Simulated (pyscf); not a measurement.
F–CH•–CH(F)–F (SMILES F[CH]C(F)F), doublet

Gas-phase minimum from PySCF at ωB97X-D3(BJ)/def2-SVP, one conformer. F–CH•–CH(F)–F lies 14.0 kcal/mol over its isomer •H₂C–C(F)(F)–F, and others may lie lower still (electronic energy, ωB97M-D3(BJ)). 

SMILES: F[CH]C(F)F
```xyz
7

F     -0.7878    -0.7735    -2.2253
C      0.0814    -0.0414    -1.5366
C     -0.4799     0.7057    -0.3791
F      0.5374     1.0695     0.4380
F     -1.1071     1.8501    -0.7838
H      0.9593     0.3072    -2.0905
H     -1.2140     0.1009     0.1827
```
Charge 0, spin multiplicity 2.

Bonded distances (Å): F1–C2 1.329, C2–C3 1.488, C2–H6 1.095, C3–F4 1.355, C3–F5 1.366, C3–H7 1.105. Bond angles (°): F1–C2–C3 115.7, F1–C2–H6 116.0, C3–C2–H6 122.4, C2–C3–F4 108.7, C2–C3–F5 111.3, C2–C3–H7 111.8, F4–C3–F5 107.4, F4–C3–H7 109.8, F5–C3–H7 107.7.

Properties at ωB97X-D3(BJ)/def2-SVP:

| Item | Value |
|---|---|
| Harmonic wavenumbers, unscaled | 80, 247, 406, 445, 568, 654, 1091, 1141, 1167, 1237, 1316, 1389, 1510, 3114, 3235 cm⁻¹ |
| Zero-point energy | 25.2 kcal/mol |
| Rotational symmetry number | 1 |
| Entropy of this conformer at 298 K and 1 atm, rigid rotor and harmonic oscillator, modes under 100 cm⁻¹ raised to 100 | 310.7 J/(mol K) |
| Dipole moment | 0.96 D |
| Spin expectation value S2 | 0.753 |

Single-point totals, which compare only within one level:

```json
[
 {"level": "ωB97X-D3(BJ)/def2-TZVP", "total energy (hartree)": "-377.08379"},
 {"level": "PBE/def2-TZVP", "total energy (hartree)": "-376.65513"},
 {"level": "r²SCAN/def2-TZVP", "total energy (hartree)": "-376.86987"},
 {"level": "B3LYP-D3(BJ)/def2-TZVP", "total energy (hartree)": "-377.04144"},
 {"level": "PBE0-D3(BJ)/def2-TZVP", "total energy (hartree)": "-376.66154"},
 {"level": "M06-2X/def2-TZVP", "total energy (hartree)": "-376.89527"},
 {"level": "ωB97M-D3(BJ)/def2-TZVP", "total energy (hartree)": "-377.10172"}
]
```

Soft torsions are taken as harmonic, which can shift the entropy by several J/(mol K).
